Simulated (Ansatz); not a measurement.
C2H4O, SMILES `C[C]O` (C–C–O–H torsion 180°) (charge 0, multiplicity 1).

Computed with BLYP/cc-pVTZ // B3LYP-D3(BJ)/def2-TZVP (Ansatz, a quantum-chemistry and plane-wave program).

Ansatz 0.2 input:
```yaml
crystal:
  periodic: [false, false, false]
  atoms:
    - { symbol: C, position_ang: [-0.780806, 0.192789, 0.021755] }
    - { symbol: C, position_ang: [0.423539, -0.618945, 0.351704] }
    - { symbol: O, position_ang: [1.46058, -0.06927, -0.246993] }
    - { symbol: H, position_ang: [-0.601902, 1.057496, -0.626944] }
    - { symbol: H, position_ang: [-1.23184, 0.510523, 0.967396] }
    - { symbol: H, position_ang: [-1.516554, -0.479762, -0.430922] }
    - { symbol: H, position_ang: [2.246982, -0.592831, -0.035998] }
basis:
  gaussian: { orbitals: cc-pVTZ }
hamiltonian:
  xc: blyp
```

Output:

```
Functional definition: BLYP
735 factors; their error is unknown
mean field evaluation 1: about -4174.7723 eV, gradient 6.7e1 eV
mean field evaluation 2: about -4160.9901 eV, gradient 1.0e2 eV
mean field evaluation 4: about -4183.7371 eV, gradient 1.1e1 eV
mean field evaluation 8: about -4183.9751 eV, gradient 1.8e-1 eV
mean field evaluation 16: about -4183.9535 eV, gradient 5.2e-5 eV
mean field -4183.95349109 eV, -153.7574548122 hartree, gradient 5.2e-5 eV, S^2 0.000000; 0 other end points of the search recorded, 0 dependent functions left out
reference -4183.95377714 eV, -153.7574653242 hartree; 12, 12 occupied and 134, 134 virtual orbitals, 735 factors
Total energy: -4183.95377714 eV, -153.7574653242 hartree
```
